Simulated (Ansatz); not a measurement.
Start from `NCO[SiH2]Cl` and change one atom or group to get `Cl[SiH2][O][GeH3]`.

Ansatz, PBE0-D4/def2-TZVP geometries, multiplicity 1. Each molecule was computed in one conformer, which needn't be the lowest.

Scalar relativity is left out up to krypton.

```csv
property,`NCO[SiH2]Cl`
HOMO energy (B3LYP/def2-TZVPP) / eV,-7.56
zero-point energy (PBE0-D4/def2-TZVP) / kJ/mol,209.4
HOMO–LUMO gap (PBE/def2-TZVPP) / eV,6.02
LUMO energy (ωB97M-V/def2-TZVPP) / eV,2.18
HOMO–LUMO gap (PBE0/def2-TZVPP) / eV,8.38
"ideal-gas entropy at 298 K and 1 bar (rigid rotor, harmonic PBE0-D4/def2-TZVP) / J/(mol·K)",361
```

Problem. What does the change do to each property? (Estimate.)

Solution. The calculation gave: 
| property | `Cl[SiH2][O][GeH3]` | shift |
| --- | --- | --- |
| HOMO energy (B3LYP/def2-TZVPP) / eV | -8.37 | -0.81 |
| zero-point energy (PBE0-D4/def2-TZVP) / kJ/mol | 124.0 | -85.4 |
| HOMO–LUMO gap (PBE/def2-TZVPP) / eV | 6.10 | 0.08 |
| LUMO energy (ωB97M-V/def2-TZVPP) / eV | 1.60 | -0.58 |
| HOMO–LUMO gap (PBE0/def2-TZVPP) / eV | 8.38 | 0.00 |
| ideal-gas entropy at 298 K and 1 bar (rigid rotor, harmonic PBE0-D4/def2-TZVP) / J/(mol·K) | 370 | 9 |

The zero-point energy changes by -85.4 kJ/mol with -6 modes. Modes under 60 cm⁻¹, often nearly free rotors, make the harmonic entropy too high.

B3LYP here is the variant with VWN-RPA as its local correlation; programs differ in this.
